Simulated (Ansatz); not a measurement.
The Sn1–H2 bond of CH4Sn (SMILES [CH3][SnH]) is stretched (multiplicity 1, the rest rigid).
Geometry at rest (charge 0, multiplicity 1):
```xyz
6

Sn     0.0098     0.2505     0.2452
H     -0.3459     1.4134    -1.0648
C     -0.0133    -1.4564    -1.1581
H      0.7372    -1.2942    -1.9360
H     -0.9867    -1.5032    -1.6533
H      0.1836    -2.4027    -0.6567
```

Cores are frozen in the correlated methods. Filled d and f shells under p-block atoms count as core.

Programs: Ansatz (a program for electronic structure). Values without a source in brackets are computed. In def2 rows elements past Kr take small-core potentials, without spin–orbit coupling.

FIC-MRCISD+Q on CASSCF(2,2)/def2-TZVPP, total energies (hartree):

| R (Å) | CASSCF | MRCISD | weight c² of the reference |
|---|---|---|---|
| 1.787 | -253.546985 | -253.811391 | 0.89918 |
| 3.128 | -253.475831 | -253.731925 | 0.89960 |
| 5.720 | -253.453905 | -253.707557 | 0.90026 |

Question: Add the Davidson correction (E_MRCISD − E_CASSCF)(1 − c²)/c² and give the energies above the first point at the three levels.

Answer: 
Corrections (hartree): -0.029645, -0.028581, -0.028104. Above the first point (kcal/mol):
- R = 3.128 Å: CASSCF 44.6, MRCISD 49.9, with the correction 50.5
- R = 5.720 Å: CASSCF 58.4, MRCISD 65.2, with the correction 66.1
